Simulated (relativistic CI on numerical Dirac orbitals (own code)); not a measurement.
Ir2+: L2,3 absorption edge

Computed with this model: Dirac-Coulomb-Breit CI, orbitals from a KLI potential per configuration, model QED (radiative potential, 1s self-energy scaled to tabulated hydrogen-like ionisation energies), valence Slater integrals scaled by 0.8, multiplet model of core-to-valence dipole absorption; configurations [Xe] 4f14 5d7 → [He] 2s2 2p5 3s2 3p6 3d10 4s2 4p6 4d10 4f14 5s2 5p6 5d8; 80 K; Lorentzian 5 eV and Gaussian 1 eV FWHM. Energies are those of the free ion, without screening or charge transfer. The branching ratio is the share of the lower-energy edge in the whole absorption, uncertain by about 0.02 where the edges overlap. S is read from ⟨S²⟩ = S(S + 1).

Field parameters in Wybourne normalisation: Oh B⁴₀ = 21Dq, B⁴₄ = √(5/14) B⁴₀. The field is a parameter set, without covalency.

free ion: ground-state S = 1.39, centroid 11282.94 eV, branching ratio 0.956. Peaks (eV, height): 11212.5 (100).

Oh, 10Dq = 19400 cm⁻¹: ground-state S = 0.75, centroid 11414.23 eV, branching ratio 0.875. Peaks (eV, height): 11213.0 (100), 12824.0 (14).

Oh, 10Dq = 26350 cm⁻¹: ground-state S = 0.62, centroid 11479.73 eV, branching ratio 0.835. Peaks (eV, height): 11213.5 (100), 12824.0 (19).

Oh, 10Dq = 33300 cm⁻¹: ground-state S = 0.56, centroid 11522.24 eV, branching ratio 0.809. Peaks (eV, height): 11214.0 (100), 12824.5 (23).

Oh, 10Dq = 40250 cm⁻¹: ground-state S = 0.54, centroid 11550.84 eV, branching ratio 0.791. Peaks (eV, height): 11214.5 (100), 12825.0 (26).

The statistical ratio of this edge is 2/3 = 0.667. Values above it arise where the holes sit mainly in the j = l + 1/2 valence subshell or the ground state has high spin; values below it where core-valence Coulomb terms move weight to the upper edge, as in nearly empty shells. At deep edges of heavy elements the radial integrals of the two core levels differ, which raises the baseline.

Strongest unbroadened transitions for Oh, 10Dq = 40250 cm⁻¹:

| Energy (eV) | Relative strength |
| --- | --- |
| 11213.43 | 0.5 |
| 11213.44 | 0.5 |
| 11213.64 | 100.0 |
| 11213.74 | 67.3 |
| 11214.85 | 26.6 |
| 11214.88 | 41.8 |
| 11214.90 | 81.0 |
| 11216.10 | 58.4 |
| 11218.38 | 0.2 |
| 11218.58 | 0.1 |
| 11218.63 | 0.2 |
| 11218.98 | 0.1 |
| 11219.91 | 0.2 |
| 11220.57 | 0.1 |
| 12824.05 | 4.9 |
| 12824.12 | 39.8 |
| 12825.42 | 37.0 |
| 12826.64 | 17.4 |
